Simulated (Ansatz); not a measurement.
Ga13N13H30, a nanocrystal cut from zinc blende GaN (hydrogen-capped). The state is a triplet with charge 0. Geometry r2SCAN-D4/def2-SVP, that of the neutral singlet; atoms count from 1.

```xyz
56

Ga   -2.1193    0.9676   -0.9232
Ga   -2.2672    0.8904    2.4382
Ga   -3.8692   -1.2936    0.6974
Ga   -1.1151   -2.0409   -0.9332
Ga   -1.2734   -2.0876    2.4284
Ga   -0.4458    3.3212    0.8051
Ga   -0.3992    3.3381   -2.4143
Ga    0.5600    0.1949   -2.4346
Ga    2.2061    2.5562   -0.6907
Ga    0.4692    0.1541    0.7528
Ga    1.6394   -2.9284    0.7846
Ga    3.2976   -0.7152   -0.7012
Ga    1.6811   -2.8943   -2.4348
N    -3.1170    0.5770    0.7442
N    -1.4357    2.8210   -0.7634
N    -1.5783    2.7733    2.3677
N    -0.5208   -0.1710   -0.8356
N    -0.6381   -0.2205    2.3278
N    -2.1441   -2.3377    0.7344
N     0.5448   -3.1134   -0.7831
N     0.4080   -3.1790    2.3484
N     1.0462    2.0276    0.8178
N     1.1600    2.0726   -2.2276
N     2.1678   -0.9471   -2.2374
N     3.7219    1.2439   -0.6216
N     2.0556   -0.9980    0.8080
H    -3.0260    0.8005   -2.1823
H    -3.0654    0.7206    3.7717
H    -4.5836   -1.5273   -0.6782
H    -4.5908   -1.5392    2.0793
H    -1.9429   -2.4443   -2.1932
H    -2.0113   -2.4391    3.7610
H    -0.0051    4.8046    1.0273
H    -1.2287    2.9487   -3.6861
H     0.1548    4.7968   -2.1779
H    -0.1356   -0.0328   -3.8130
H     2.8080    3.9930   -0.5589
H     2.8829   -3.8512    0.9991
H     4.6418   -1.5035   -0.5767
H     0.7817   -3.0740   -3.7060
H     3.0007   -3.7290   -2.2057
H    -3.9667    1.1523    0.6994
H    -2.2621    3.4275   -0.8290
H    -2.3918    3.3972    2.3892
H    -1.0893    2.9934    3.2407
H    -0.1041   -0.0451    3.1864
H    -2.4781   -3.3078    0.6848
H     0.2480   -4.0941   -0.8541
H     0.1323   -4.1666    2.3654
H     0.9332   -3.0659    3.2209
H     1.5810    2.2043    1.6757
H     1.7099    2.2819   -3.0695
H     2.7317   -0.7792   -3.0794
H     4.3444    1.4541   -1.4089
H     4.3057    1.4362    0.1982
H     2.5910   -0.8232    1.6659
```

Single mean-field runs in def2-TZVP are fitted with def2-universal-jkfit. At PBE0-D4/def2-TZVP a singlet of charge 0 lies 5.65 eV below the triplet at the same geometry.

Q: Estimate the Mulliken populations of the heavy atoms from the PBE0/def2-TZVP orbitals of Ansatz.

A: 
| atom | charge (e) | spin (α − β) |
| --- | --- | --- |
| Ga1 | 0.15 | 0.05 |
| Ga2 | 0.27 | 0.01 |
| Ga3 | 0.17 | 0.01 |
| Ga4 | 0.14 | 0.04 |
| Ga5 | 0.28 | 0.00 |
| Ga6 | 0.27 | 0.01 |
| Ga7 | 0.17 | 0.01 |
| Ga8 | 0.14 | 0.04 |
| Ga9 | 0.28 | 0.00 |
| Ga10 | -0.34 | 0.32 |
| Ga11 | 0.26 | 0.02 |
| Ga12 | 0.26 | 0.02 |
| Ga13 | 0.17 | 0.01 |
| N14 | -0.42 | 0.02 |
| N15 | -0.42 | 0.02 |
| N16 | -0.48 | -0.03 |
| N17 | -0.13 | 0.18 |
| N18 | -0.22 | -0.07 |
| N19 | -0.41 | 0.06 |
| N20 | -0.41 | 0.10 |
| N21 | -0.45 | -0.04 |
| N22 | -0.22 | -0.07 |
| N23 | -0.41 | 0.06 |
| N24 | -0.41 | 0.10 |
| N25 | -0.45 | -0.04 |
| N26 | -0.16 | -0.06 |
Mulliken values depend strongly on the basis.

Q: Where does the spin sit?

A: Summed by element: Ga 0.54, N 0.24, H 1.22, of 2 unpaired in all. Largest on single atoms: Ga10 0.32, N17 0.18, H56 0.18.

Q: And the Mayer bond orders between heavy atoms (over 0.3)?

A: Ga1–N14 0.77 (1.98 Å); Ga1–N15 0.77 (1.98 Å); Ga1–N17 0.73 (1.96 Å); Ga2–N14 0.85 (1.92 Å); Ga2–N16 0.68 (2.01 Å); Ga2–N18 0.76 (1.97 Å); Ga3–N14 0.70 (2.02 Å); Ga3–N19 0.68 (2.02 Å); Ga4–N17 0.78 (1.96 Å); Ga4–N19 0.77 (1.98 Å); Ga4–N20 0.73 (1.98 Å); Ga5–N18 0.77 (1.97 Å); Ga5–N19 0.85 (1.92 Å); Ga5–N21 0.67 (2.01 Å); Ga6–N15 0.85 (1.92 Å); Ga6–N16 0.68 (2.01 Å); Ga6–N22 0.76 (1.97 Å); Ga7–N15 0.70 (2.02 Å); Ga7–N23 0.68 (2.02 Å); Ga8–N17 0.78 (1.96 Å); Ga8–N23 0.77 (1.98 Å); Ga8–N24 0.73 (1.98 Å); Ga9–N22 0.77 (1.97 Å); Ga9–N23 0.85 (1.92 Å); Ga9–N25 0.67 (2.01 Å); Ga10–N17 1.13 (1.90 Å); Ga10–N18 0.76 (1.96 Å); Ga10–N22 0.76 (1.96 Å); Ga10–N26 0.69 (1.96 Å); Ga11–N20 0.85 (1.92 Å); Ga11–N21 0.68 (2.01 Å); Ga11–N26 0.76 (1.97 Å); Ga12–N24 0.85 (1.92 Å); Ga12–N25 0.68 (2.01 Å); Ga12–N26 0.76 (1.97 Å); Ga13–N20 0.70 (2.02 Å); Ga13–N24 0.70 (2.02 Å).
